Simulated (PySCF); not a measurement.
Compound: C₆H₉NSi.
InChI=1S/C6H9NSi/c1-2-6(7)4-3-5-8/h2,7H,1,4H2,8H3/b7-6+

Computed with TDDFT CAM-B3LYP/def2-SVPD, vertical, gas phase, core orbitals frozen in the response in PySCF 2.14.0, density-fitted response routines. Isolated species at its GFN2-xTB geometry (one conformer only). Torsions of this conformer, `[H]/[N:4]=[C:3](\[CH:2]=[CH2:1])[CH2:5][C:6]#[C:7][SiH3:8]`: C1–C2–C3–N4 -19°, C2–C3–C5–C6 60°.

Problem. Predict the UV-vis stick spectrum at this level.

Solution. 

```tsv
state	E (eV)	λ (nm)	ν̃ (cm⁻¹)	f	main configurations (H = HOMO, L = LUMO)
S1	4.62	268.4	37260	0.0064	H→L (71%), H-3→L (21%)
S2	5.83	212.5	47050	0.0064	H-1→L (40%), H-1→L+2 (16%), H-2→L (11%)
S3	5.93	208.9	47860	0.213	H-2→L (56%), H-1→L (32%)
S4	6.13	202.4	49410	0.058	H-3→L (39%), H-2→L (13%), H→L+3 (10%)
S5	6.26	198.1	50490	0.0018	H→L+3 (21%), H-3→L+3 (13%), H-1→L+3 (11%)
S6	6.57	188.6	53010	0.031	H-1→L+2 (22%), H-3→L (20%), H→L+3 (8%)
S7	6.62	187.4	53380	0.0016	H-1→L (13%), H-1→L+2 (12%), H-1→L+3 (11%)
S8	7.28	170.3	58710	0.0098	H→L+1 (64%)
```

Triplets (Tamm–Dancoff): T1 3.54 eV, H-2→L (59%), H-1→L (25%); T2 4.00 eV, H→L (59%), H-3→L (29%); T3 5.03 eV, H-1→L+3 (19%), H→L+2 (17%), H-3→L+2 (12%).

The lowest singlet comes at 268 nm (446 kJ/mol) in the ultraviolet; it is weak; its leading configuration is HOMO→LUMO (71%). The most intense listed level is S3 at 5.93 eV (209 nm, f = 0.213), 1.31 eV above S1. Löwdin shares by element: HOMO carbon 41% or more, nitrogen 34% (atoms not listed hold the other 25%); LUMO carbon 61% or more, nitrogen 18% (atoms not listed hold the other 21%). Orbital energies (eV): HOMO-3 -9.60, HOMO-2 -9.24, HOMO-1 -9.16, HOMO -8.88, LUMO -0.43, LUMO+1 1.06, LUMO+2 1.31. The listed states span 2.66 eV, and the widest gap between neighbours is 1.21 eV (S1 to S2). Weighted by f, the mean energy of these states is 6.05 eV. The window holds the lowest 8 singlets.

Hardware: Arm Neoverse V1, one thread, on a shared host. Cost: 66 s of wall time, 1.1 GiB resident at most.
